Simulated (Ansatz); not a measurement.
A run for Ansatz (an electronic-structure program): R-revPBE/def2-TZVPPD on C2H7FSe (a complex). Files ending in .json are basis or fitting sets from the Basis Set Exchange.

Ansatz 0.2 input:
```yaml
crystal:
  periodic: [false, false, false]
  atoms:
    - {symbol: C, position_ang: [-1.38934188, -0.95033292, 0.90298135]}
    - {symbol: Se, position_ang: [-0.09158725, 0.47205242, 0.52497335]}
    - {symbol: C, position_ang: [1.37134969, -0.69044080, -0.07385839]}
    - {symbol: H, position_ang: [-0.98034901, -1.62656447, 1.64939501]}
    - {symbol: H, position_ang: [-2.28232560, -0.46804320, 1.29351549]}
    - {symbol: H, position_ang: [-1.62880521, -1.48170570, -0.01477320]}
    - {symbol: H, position_ang: [1.63672534, -1.38039858, 0.72316970]}
    - {symbol: H, position_ang: [2.21700640, -0.04454309, -0.29800655]}
    - {symbol: H, position_ang: [1.06999189, -1.22752575, -0.96980245]}
    - {symbol: F, position_ang: [0.99148193, -0.09911840, 3.44628267]}
    - {symbol: H, position_ang: [0.67139767, 0.27406472, 2.63505006]}
basis:
  gaussian:
    orbitals: def2-TZVPPD.json
hamiltonian:
  xc: {name: revPBE}
scf: {lower_state_search: off}
```

Program output:

```
WARN ansatz: RAYON_NUM_THREADS=1 ignored (pool sized by the plan → 1); use --threads N
Functional definition: revPBE
these checks for a lower state are left out or cut short: stability, starts, cluster_reference, orbital_swaps, neighbouring_geometries, increment
integrals: 0.25 GiB planned
1381 factors; their error is unknown
mean field: 1.72 GiB planned
mean field evaluation 1: about -70234.9102 eV, gradient 8.6e1 eV
mean field evaluation 2: about -70201.5156 eV, gradient 1.4e2 eV
mean field evaluation 4: about -70250.1984 eV, gradient 1.2e1 eV
mean field evaluation 8: about -70250.4426 eV, gradient 2.0e-1 eV
mean field evaluation 16: about -70250.4024 eV, gradient 3.5e-4 eV
mean field -70250.40243319 eV, -2581.6546719866 hartree, gradient 3.6e-6 eV, S^2 0.000000; 0 other end points of the search recorded, 0 dependent functions left out
reference -70250.40250769 eV, -2581.6546747246 hartree; 31, 31 occupied and 259, 259 virtual orbitals, 1381 factors
Total energy: -70250.40250769 eV, -2581.6546747246 hartree
Checks for a lower state left out: stability, starts, cluster_reference, orbital_swaps, neighbouring_geometries, increment
```

The run converged.

Cost: around 5 core-seconds (rough).
